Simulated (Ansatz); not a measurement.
Question: Name a neutral molecule of Sn, Te with HOMO energy (PBE/def2-TZVPP) between -6.05 and -5.75 eV and LUMO energy (PBE/def2-TZVPP) between -3.50 and -3.20 eV (Ansatz, PBE0-D4/def2-TZVP geometry).

Answer: `[Sn][Te]` (-5.82 eV, -3.23 eV). Other molecules can fit too; these were computed, each in one conformer that needn't be the lowest.
